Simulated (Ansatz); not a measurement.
Start from `F[SiH2][SiH](F)F` and change one atom or group to get `F[SiH2]F`.

Ansatz, PBE0-D4/def2-TZVP geometries, multiplicity 1. Each molecule was computed in one conformer, which needn't be the lowest.

| property | `F[SiH2][SiH](F)F` |
| --- | --- |
| size of the dipole moment (ωB97M-V/def2-TZVPP) / D | 1.16 |
| size of the dipole moment (B3LYP/def2-TZVPP) / D | 1.18 |
| LUMO energy (PBE0/def2-TZVPP) / eV | -1.24 |
| HOMO–LUMO gap (PBE/def2-TZVPP) / eV | 5.22 |
| HOMO energy (PBE0/def2-TZVPP) / eV | -8.64 |
| HOMO–LUMO gap (B3LYP/def2-TZVPP) / eV | 7.02 |

Q: Give the same properties after the change, and the shifts. (An estimate is asked.)

A: The calculation gave: 
| property | `F[SiH2]F` | shift |
| --- | --- | --- |
| size of the dipole moment (ωB97M-V/def2-TZVPP) / D | 1.43 | 0.27 |
| size of the dipole moment (B3LYP/def2-TZVPP) / D | 1.47 | 0.29 |
| LUMO energy (PBE0/def2-TZVPP) / eV | 0.31 | 1.55 |
| HOMO–LUMO gap (PBE/def2-TZVPP) / eV | 7.78 | 2.56 |
| HOMO energy (PBE0/def2-TZVPP) / eV | -9.88 | -1.24 |
| HOMO–LUMO gap (B3LYP/def2-TZVPP) / eV | 9.73 | 2.71 |

With PBE0 the HOMO falls by 1.24 eV and the LUMO rises by 1.55 eV, so the gap widens by about 2.79 eV. PBE moves the HOMO by -1.04 eV and ωB97M-V by -1.45 eV. The zero-point energy changes by -31.8 kJ/mol with -9 modes. Dipoles are sizes alone; their direction can turn.

B3LYP here is the variant with VWN-RPA as its local correlation; programs differ in this.
